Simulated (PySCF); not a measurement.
SMILES COC(C)=O (C₃H₆O₂), GFN2-xTB optimised geometry.

```
11

C      1.17    -1.38     0.03
O      0.54    -0.11     0.00
C     -0.80    -0.11     0.00
C     -1.34     1.30     0.00
O     -1.46    -1.11     0.01
H      0.92    -1.91     0.95
H      0.85    -1.98    -0.82
H      2.24    -1.20    -0.02
H     -0.59     1.98    -0.38
H     -1.59     1.57     1.02
H     -2.24     1.34    -0.60
```

Density from CAM-B3LYP/def2-TZVP (PySCF) at that geometry.

Minimum of the electron density along straight lines between bonded atoms, close to the bond critical point (lines longer than 1.1 times the sum of covalent radii, or with two minima, are not listed):

```json
[
 {"bond": "C1–O2", "length / Å": "1.421", "ρ at the minimum / e bohr⁻³": "0.251", "∇²ρ there / e bohr⁻⁵": "…", "position (fraction from the first atom)": "0.35"},
 {"bond": "O2–C3", "length / Å": "1.340", "ρ at the minimum / e bohr⁻³": "…", "∇²ρ there / e bohr⁻⁵": "-0.72", "position (fraction from the first atom)": "0.65"},
 {"bond": "C3–C4", "length / Å": "1.505", "ρ at the minimum / e bohr⁻³": "0.264", "∇²ρ there / e bohr⁻⁵": "-0.72", "position (fraction from the first atom)": "0.53"},
 {"bond": "C3–O5", "length / Å": "1.202", "ρ at the minimum / e bohr⁻³": "…", "∇²ρ there / e bohr⁻⁵": "-0.29", "position (fraction from the first atom)": "0.34"},
 {"bond": "C1–H6", "length / Å": "1.092", "ρ at the minimum / e bohr⁻³": "0.286", "∇²ρ there / e bohr⁻⁵": "-1.02", "position (fraction from the first atom)": "0.65"},
 {"bond": "C1–H7", "length / Å": "1.092", "ρ at the minimum / e bohr⁻³": "0.286", "∇²ρ there / e bohr⁻⁵": "-1.02", "position (fraction from the first atom)": "0.65"},
 {"bond": "C1–H8", "length / Å": "1.087", "ρ at the minimum / e bohr⁻³": "0.289", "∇²ρ there / e bohr⁻⁵": "-1.05", "position (fraction from the first atom)": "0.65"},
 {"bond": "C4–H9", "length / Å": "1.085", "ρ at the minimum / e bohr⁻³": "0.283", "∇²ρ there / e bohr⁻⁵": "-0.99", "position (fraction from the first atom)": "0.65"},
 {"bond": "C4–H10", "length / Å": "1.088", "ρ at the minimum / e bohr⁻³": "0.278", "∇²ρ there / e bohr⁻⁵": "-0.96", "position (fraction from the first atom)": "0.64"},
 {"bond": "C4–H11", "length / Å": "1.086", "ρ at the minimum / e bohr⁻³": "0.282", "∇²ρ there / e bohr⁻⁵": "-0.98", "position (fraction from the first atom)": "0.65"}
]
```

Question: Complete the blanks.

Answer: 
- C1–O2, ∇²ρ there / e bohr⁻⁵: -0.49
- O2–C3, ρ at the minimum / e bohr⁻³: 0.314
- C3–O5, ρ at the minimum / e bohr⁻³: 0.437
